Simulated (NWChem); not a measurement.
Atomisation of 1,1,1-trifluoroethane (C2H3F3)

SMILES: CC(F)(F)F
```xyz
8

C     -0.1200     1.4703     0.0000
C      0.0025    -0.0305     0.0000
F      0.6663    -0.4730     1.0836
F      0.6663    -0.4730    -1.0836
F     -1.2043    -0.6257     0.0000
H     -0.6659     1.7933     0.8968
H     -0.6659     1.7933    -0.8968
H      0.8822     1.9197     0.0000
```
Charge 0, spin multiplicity 1.

Program: NWChem. Structure: optimised with B3LYP/def2-SVP, a minimum by its harmonic frequencies.

Basis set: def2-TZVP. The atomisation energy is electronic alone: no zero-point, thermal, spin-orbit or counterpoise terms. No value is extrapolated to the basis-set limit. Free atoms are single determinants with multiplicities C 3, F 2, H 2. Correlated methods freeze the same cores in atoms and molecule, 5 orbitals in all.

B3LYP has NWChem's definition, with VWN1-RPA local correlation. No SCF solution was tested for a lower state. Open-shell Hartree-Fock references start from PBE0 orbitals.

Question: One of these methods gave an atomisation energy of 752.0 kcal/mol. Which?
(A) LDA (SVWN5)
(B) BLYP
(C) PBE
(D) B3LYP

Answer: D, B3LYP. The others give 784.4 (PBE), 755.0 (BLYP), 901.4 (LDA (SVWN5)).
